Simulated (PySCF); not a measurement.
1,5-cyclooctadiene, SMILES C1C=CCCC=CC1, singlet (GFN2-xTB optimised geometry):

```
20

C     -1.333    -0.508    -1.375
C     -1.333     0.804    -1.195
C     -0.774     1.517     0.000
C      0.774     1.517     0.000
C      1.333     0.508     0.959
C      1.333    -0.804     0.779
C      0.774    -1.517    -0.416
C     -0.774    -1.517    -0.416
H     -1.739    -0.910    -2.294
H     -1.739     1.438    -1.972
H     -1.125     1.040     0.919
H     -1.136     2.546     0.000
H      1.136     2.508     0.277
H      1.125     1.305    -1.013
H      1.739     0.910     1.878
H      1.739    -1.438     1.556
H      1.125    -1.040    -1.335
H      1.135    -2.546    -0.416
H     -1.125    -1.305     0.597
H     -1.136    -2.508    -0.693
```

Computed with PySCF with B3LYP/def2-SVP.

Problem. What are the frontier orbital energies and the dipole moment?

Solution. HOMO-2 -8.27 eV, HOMO-1 -6.94 eV, HOMO -6.39 eV, LUMO 0.22 eV, LUMO+1 0.75 eV; dipole moment 0.00 D.

On the same geometry PySCF 2.14.0 with PBE/def2-SVP gives HOMO-2 -7.09 eV, HOMO-1 -6.03 eV, HOMO -5.51 eV, LUMO -0.63 eV, LUMO+1 -0.07 eV; dipole moment 0.00 D.

Meta-Löwdin charges at B3LYP/def2-SVP: C1 -0.11, C2 -0.11, C3 -0.17, C4 -0.17, C5 -0.11, C6 -0.11, C7 -0.17, C8 -0.17, H9 0.09, H10 0.09, H11 0.10, H12 0.09, H13 0.09, H14 0.10, H15 0.09, H16 0.09, H17 0.10, H18 0.09, H19 0.10, H20 0.09.
